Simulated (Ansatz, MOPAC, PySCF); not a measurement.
The molecule TaN, closed-shell singlet (lowest of 2S+1 = 1, 3, 5, 7, 9 at CCSD(T)/def2-TZVPP on PBE0 minima; our sources give no spin for the ground state, which may be another). No spin–orbit coupling.

The constants come from a fifth-degree fit in 1/R (seven points, main isotopes). Runs in def2 and cc sets follow the lowest solution found near the PBE0 minimum. The singlet is held restricted. HF and MP2 rows in def2 and cc sets belong to the determinant that coupled cluster picked by its CCSD energy.

Run with Ansatz (Gaussian orbitals); MOPAC for PM6 (differences of heats of formation); PySCF for LANL2DZ rows.  In def2 rows elements past Kr take small-core potentials, without spin–orbit coupling.

```
level                                r_e (Å)  ω_e (cm⁻¹)  B_e (cm⁻¹)  ω_e x_e (cm⁻¹)  dipole (D)
-----------------------------------  -------  ----------  ----------  --------------  ----------
PM6                                    1.692        1045       0.453            0.92           -
HF/def2-TZVPP                          1.639        1231       0.483             2.7           -
HF/def2-QZVPP                          1.637        1230       0.484             2.7           -
SVWN5/def2-TZVPP                       1.677        1118       0.461             3.4        3.27
PBE/def2-TZVPP                         1.686        1093       0.456             3.4        3.21
BP86/LANL2DZ                           1.711        1089       0.443             3.5        3.16
r2SCAN/def2-TZVPP                      1.675        1126       0.462             3.3        3.21
B97M-V/def2-TZVPP                      1.672        1131       0.464             3.4        3.22
B3LYP/LANL2DZ                          1.701        1120       0.448             3.3        3.50
B3LYP/def2-TZVPP                       1.677        1122       0.461             3.2        3.47
PBE0/def2-TZVPP                        1.665        1152       0.468             3.2        3.41
BHLYP/def2-TZVPP                       1.655        1182       0.473             3.0        3.67
CAM-B3LYP/def2-TZVPP                   1.663        1163       0.469             3.1        3.64
wB97X-V/def2-TZVPP                     1.658        1179       0.472             3.0        3.62
wB97M-V/def2-TZVPP                     1.661        1172       0.470             3.0        3.58
B2PLYP/def2-TZVPP                      1.702        1031       0.448             4.4           -
MP2/def2-TZVPP                         1.720         992       0.439             4.4           -
MP2/def2-QZVPP                         1.714         997       0.441             4.4           -
MP2/CBS(def2-TZVPP, def2-QZVPP)        1.711        1002       0.443             4.4           -
SCS-MP2/def2-TZVPP                     1.712        1011       0.442             4.3           -
SCS-MP2/def2-QZVPP                     1.707        1016       0.445             4.3           -
CCSD/def2-TZVPP                        1.676        1127       0.462             3.3           -
CCSD/def2-QZVPP                        1.670        1135       0.465             3.3           -
CCSD(T)/def2-TZVPP                     1.696        1066       0.451             3.6           -
CCSD(T)/def2-QZVPP                     1.690        1073       0.454             3.6           -
CCSD(T)/CBS(def2-TZVPP, def2-QZVPP)    1.686        1079       0.456             3.6           -
```

Correlated levels freeze the inner cores; with def2 sets outer-core shells near the valence are correlated too. CBS(a, b) extrapolates the correlation energy as X⁻³ and adds the Hartree–Fock energy of set b. Rows in LANL2DZ carry no dispersion term and start afresh at each structure. LANL2DZ brings its own core potentials from Na on. The state that PM6 reach isn't checked.

Doubts at one or more of the structures used: a restricted determinant that unrestricted orbitals would lower (HF/def2-TZVPP, HF/def2-QZVPP, B2PLYP/def2-TZVPP, MP2/def2-TZVPP, MP2/def2-QZVPP, MP2/CBS(def2-TZVPP, def2-QZVPP), SCS-MP2/def2-TZVPP, SCS-MP2/def2-QZVPP, CCSD/def2-TZVPP, CCSD/def2-QZVPP, CCSD(T)/def2-TZVPP, CCSD(T)/def2-QZVPP, CCSD(T)/CBS(def2-TZVPP, def2-QZVPP)).

Ansatz is an electronic-structure program.
